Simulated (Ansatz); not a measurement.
Molecule: GeH5, charge -1, multiplicity 1. SMILES: [GeH5-]
Coordinates optimised at B3LYP-D3(BJ)/def2-TZVP (Ansatz, a quantum-chemistry and plane-wave program):
```
Ge
H 1 1.5902
H 1 1.5902 2 120.00
H 1 1.5902 2 120.00 3 180.00
H 1 1.7253 2 90.00 3 90.00
H 1 1.7253 2 90.00 5 -180.00
```
Charge -1, spin multiplicity 1.

Parts of the frozen-core correlation energy in STO-3G (Ansatz, hartree). Frozen orbitals: 14; correlated occupied orbitals by spin: 5 and 5; virtual: 4 and 4. Spin-orbit coupling is left out. Non-relativistic.

```csv
term,value
reference (HF),-2054.35983
MP2 opposite-spin,…
MP2 same-spin,…
CCSD correlation,…
(T),-0.00077
FCI minus CCSD(T),-0.00034
T1 diagnostic,0.007
largest doubles amplitude,0.077
```

### Question
Some entries are withheld; supply them.

### Answer

- MP2 opposite-spin, value: -0.05025
- MP2 same-spin, value: -0.00051
- CCSD correlation, value: -0.07575
